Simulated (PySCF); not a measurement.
# Reading the logs of faulty runs: H8OSi3

Calculated results; nothing here was measured. The program is PySCF 2.14.0, an open-source quantum chemistry code, run on an isolated molecule that a program drew, which may never have been made. The molecule is H8OSi3 (charge 0, singlet), drawn as the SMILES string `O[SiH]([SiH3])[SiH3]`.

Each row is a Hartree-Fock (HF) and frozen-core CCSD(T) single point in the cc-pV(D+d)Z basis, meant for a local HF minimum. Run 1 is clean. Each other run has one planted mistake out of seven kinds, and not every kind appears here: one electron removed, one electron added, multiplicity raised by two, geometry at a saddle point, minimal basis STO-3G, one bond length entered in bohr, all coordinates scaled. The reference is restricted for singlets and unrestricted otherwise, and also for a bond in bohr. Adding or removing an electron swaps singlet and doublet. Electrons count all cores. HOMO and LUMO are orbital energies over both spins, the gradient is its largest component, and the lowest frequency (negative if imaginary) is given only where the gradient is small. Bond lengths are over the 11 bonds as drawn. T1 is the CCSD diagnostic: over 0.02 (restricted) or 0.045 (unrestricted) a single reference is doubtful.

Geometry of the clean run:
```xyz
12
H8OSi3, angstrom
O     0.6581    1.5496    0.0594
Si   -0.8373    0.9025    0.4050
Si   -1.7615    0.2286   -1.6611
Si   -0.6647   -0.8817    1.9582
H     1.1662    1.9290    0.7611
H    -1.7182    1.9322    1.0205
H    -3.1109   -0.3451   -1.4293
H    -1.8849    1.3846   -2.5807
H    -0.9112   -0.8071   -2.2953
H     0.0347   -0.4266    3.1879
H     0.0965   -2.0177    1.3832
H    -2.0185   -1.3590    2.3352
```

```
run  electrons  basis functions  <S^2>  HOMO (eV)  LUMO (eV)  gradient (hartree/bohr)  lowest frequency (cm^-1)  mean bond (Å)  longest bond (Å)      T1  HF (hartree)  CCSD(T) (hartree)                          mistake
  1         58              123  0.000     -10.12       2.75                  2.7e-05                        92         1.6124             2.372  0.0131    -946.36211         -946.93868                         no fault
  2         58              123  0.969      -8.65       1.08                  1.4e-02                         -         1.7471             3.148  0.0207    -946.23722         -946.77776  one bond length entered in bohr
  3         59              123  0.762       1.59       8.08                  3.4e-02                         -         1.6124             2.372  0.0166    -946.28125         -946.88191               one electron added
  4         57              123  0.784     -16.25      -7.92                  6.8e-02                         -         1.6124             2.372  0.0239    -946.03077         -946.59390                                ?
  5         58              123  0.000     -10.19       3.21                  1.3e-01                         -         1.4527             2.137  0.0124    -946.22789         -946.79960                                ?
```

**Which mistake was planted in run 4, and what did it cost?**

It counts 57 electrons, one fewer than the clean run, at the same geometry and basis. So the mistake is: one electron removed. Subtracting run 1 and multiplying by 627.51 kcal/mol a hartree, the energy moved by 207.9 kcal/mol in HF and 216.4 kcal/mol in CCSD(T).

**Which mistake was planted in run 5, and what did it cost?**

The mean and the longest bond both change by the same factor, 0.901, and the gradient is no longer small. So the mistake is: all coordinates scaled. Subtracting run 1 and multiplying by 627.51 kcal/mol a hartree, the energy moved by 84.2 kcal/mol in HF and 87.3 kcal/mol in CCSD(T).

Cautions from the logs. Run 3: the HOMO is above zero, so the electron isn't bound and the energy depends on the basis.
